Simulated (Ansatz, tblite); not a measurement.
Cost and result up the ladder for GeH2Me(vinyl) (C3H8Ge) (12 atoms). Total charge 0; singlet. Geometry: r2SCAN-D4/def2-SVP.

| atom | x (Å) | y (Å) | z (Å) |
| --- | --- | --- | --- |
| Ge1 | 0.054 | -0.540 | -0.728 |
| H2 | 1.397 | -0.201 | -1.404 |
| H3 | -0.354 | -1.977 | -1.108 |
| C4 | -1.343 | 0.696 | -1.315 |
| H5 | -1.502 | 0.617 | -2.401 |
| H6 | -1.062 | 1.732 | -1.074 |
| H7 | -2.293 | 0.466 | -0.809 |
| C8 | 0.304 | -0.409 | 1.193 |
| C9 | 1.451 | -0.022 | 1.769 |
| H10 | -0.550 | -0.653 | 1.842 |
| H11 | 2.339 | 0.232 | 1.177 |
| H12 | 1.558 | 0.059 | 2.858 |

Ansatz on 4 threads of Intel Xeon on a shared host; xTB runs through tblite on one thread. Times are rough, summed over both states, and most runs start from the orbitals of an earlier one. PBE0-D4/def2-TZVP serves as the yardstick here, not as an exact answer. The other state is a doublet.

The xTB rows come from tblite.

Raw xTB energies of ions are shifted by several eV.

```tsv
level	functions	wall time
GFN2-xTB	29	0.022 s
GFN1-xTB	37	0.12 s
PBE-D4/def2-TZVP	189	15 s
r2SCAN-D4/def2-TZVP	189	22 s
PBE0-D4/def2-TZVP	189	22 s
```

(1) Estimate what each level gives for the vertical IE (eV).

Results:

(1) 
```json
{"level": "GFN2-xTB", "vertical IE (eV)": "13.81", "difference from PBE0-D4/def2-TZVP (eV)": "4.09"}
{"level": "GFN1-xTB", "vertical IE (eV)": "14.74", "difference from PBE0-D4/def2-TZVP (eV)": "5.03"}
{"level": "PBE-D4/def2-TZVP", "vertical IE (eV)": "9.53", "difference from PBE0-D4/def2-TZVP (eV)": "-0.18"}
{"level": "r2SCAN-D4/def2-TZVP", "vertical IE (eV)": "9.56", "difference from PBE0-D4/def2-TZVP (eV)": "-0.16"}
{"level": "PBE0-D4/def2-TZVP", "vertical IE (eV)": "9.72", "difference from PBE0-D4/def2-TZVP (eV)": "0.00"}
```
